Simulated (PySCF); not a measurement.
Compound: CH9FSi3.
SMILES with atom numbers: `[F:1][SiH2:2][CH:3]([SiH3:4])[SiH3:5]` (hydrogens: H6, H7 on Si2; H8 on C3; H9, H10, H11 on Si4; H12, H13, H14 on Si5)

The same species was optimised twice, with GFN2-xTB and with PBE0-D3(BJ)/def2-SVP (PySCF), and the same property calculations (PySCF, gas phase) were run on both structures.

```
       coordinate  GFN2-xTB  PBE0-D3(BJ)/def2-SVP  change
       Si2–H6 (Å)     1.457                 1.491  +0.034
       Si2–H7 (Å)     1.458                 1.491  +0.033
      Si5–H12 (Å)     1.462                 1.493  +0.031
      Si4–H11 (Å)     1.462                 1.492  +0.030
      Si4–H10 (Å)     1.467                 1.495  +0.028
      Si5–H14 (Å)     1.467                 1.495  +0.028
       Si4–H9 (Å)     1.468                 1.495  +0.027
      Si5–H13 (Å)     1.468                 1.496  +0.028
       Si2–C3 (Å)     1.891                 1.865  -0.026
       C3–Si5 (Å)     1.907                 1.890  -0.017
       C3–Si4 (Å)     1.907                 1.891  -0.016
       F1–Si2 (Å)     1.612                 1.627  +0.015
        C3–H8 (Å)     1.094                 1.109  +0.015
    F1–Si2–H7 (°)     104.1                 107.7    +3.6
    F1–Si2–H6 (°)     104.4                 107.7    +3.3
    C3–Si2–H7 (°)     114.0                 111.5    -2.5
    C3–Si2–H6 (°)     113.4                 111.2    -2.2
    H6–Si2–H7 (°)     112.4                 110.3    -2.1
    Si2–C3–H8 (°)     106.8                 105.3    -1.5
   C3–Si5–H14 (°)     109.1                 110.1    +1.0
   Si2–C3–Si5 (°)     112.1                 112.9    +0.8
F1–Si2–C3–Si4 (°)       -62                   -62       0
```

Rotational constants: A = 2370, B = 1831, C = 1259 MHz (GFN2-xTB) against A = 2393, B = 1830, C = 1269 MHz (PBE0-D3(BJ)/def2-SVP). Atoms that the bonding makes alike are paired by their places after alignment.

On the GFN2-xTB structure: HOMO (eV) -8.87 [PBE0/pcSseg-1]; LUMO (eV) -0.08 [PBE0/pcSseg-1]; dipole (D) 1.98 [PBE0/pcSseg-1]; GIAO shielding of F1 (ppm) 393.8 [PBE0/pcSseg-1]; GIAO shielding of Si2 (ppm) 339.5 [PBE0/pcSseg-1]; GIAO shielding of C3 (ppm) 199.3 [PBE0/pcSseg-1]; GIAO shielding of Si4/Si5 (mean) (ppm) 419.5 [PBE0/pcSseg-1].

Problem. What do these properties become on the PBE0-D3(BJ)/def2-SVP structure?

Solution. 
| property | level | on GFN2-xTB | on PBE0-D3(BJ)/def2-SVP | change |
| --- | --- | --- | --- | --- |
| HOMO (eV) | PBE0/pcSseg-1 | -8.87 | -8.94 | -0.07 |
| LUMO (eV) | PBE0/pcSseg-1 | -0.08 | -0.04 | +0.04 |
| dipole (D) | PBE0/pcSseg-1 | 1.98 | 1.97 | -0.01 |
| energy, GFN2-xTB geometry as zero (kcal/mol) | PBE0/pcSseg-1 | 0.0 | -2.2 | -2.2 |
| GIAO shielding of F1 (ppm) | PBE0/pcSseg-1 | 393.8 | 390.4 | -3.4 |
| GIAO shielding of Si2 (ppm) | PBE0/pcSseg-1 | 339.5 | 341.3 | +1.8 |
| GIAO shielding of C3 (ppm) | PBE0/pcSseg-1 | 199.3 | 198.1 | -1.2 |
| GIAO shielding of Si4/Si5 (mean) (ppm) | PBE0/pcSseg-1 | 419.5 | 416.0 | -3.5 |

The heavy atoms differ by 0.018 Å rms after alignment (one structure mirrored). Among all bonds Si2–H6 and Si2–H7 change most and about equally (+0.033 to +0.034 Å). Changes are differences of the printed values. Neither structure is proved a minimum here.

Shape of the structure used: `[F:1][SiH2:2][CH:3]([SiH3:4])[SiH3:5]`: F1–Si2–C3–Si4 -62°.
